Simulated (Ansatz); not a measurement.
Two isomers of CH8BFSi2: A = `FB([SiH3])C[SiH3]`, B = `C[SiH](F)B[SiH3]`.

Computed with Ansatz on PBE0-D4/def2-TZVP structures; ΔE is electronic, products minus reactants. CCSD(T)/CBS adds triple-zeta CCSD(T) − MP2 to the extrapolated MP2 energy (def2 sets, frozen cores). Functionals use def2-TZVPP. B3LYP here is the variant with VWN-RPA as its local correlation; programs differ in this. Each species was taken in one conformer, which may not be the lowest.

(1) Which isomer does CCSD(T)/CBS put lower? Give the gap. (Estimate.)

(2) Give E(B) − E(A) in kJ/mol with PBE0-D4, BLYP-D4, B3LYP-D4, B3LYP, PBE-D4, B2PLYP, CCSD(T)/def2-SVP. (Estimate.)

(3) Does the order hold for the free energy at 298.15 K (harmonic terms from PBE0-D4)? (Best estimate.)

Largest T1 diagnostic: 0.013.

## Answers

(1) Ansatz gave: A, by 39.9 kJ/mol.

(2) Ansatz gave: PBE0-D4 45.8, BLYP-D4 46.0, B3LYP-D4 44.5, B3LYP 42.2, PBE-D4 47.7, B2PLYP 44.0, CCSD(T)/def2-SVP 76.0. None reverses the order clearly.

(3) Computed: Yes: G(B) − G(A) = +43.2 kJ/mol, for one conformer each. Modes under 60 cm⁻¹, often nearly free rotors, make the harmonic entropy too high.

In def2-TZVPP, CCSD(T) changes the Hartree–Fock value by +9.6 kJ/mol (the triples alone add +3.1 kJ/mol) and MP2 by +12.9 kJ/mol. Leaving LDA and LC-ωPBE aside and taking each functional with its dispersion term where it has one, the values, not all of them listed here, spread over 8.7 kJ/mol, from B97M-V to ωB97M-V. LDA lies +13.2 kJ/mol from PBE without D4.
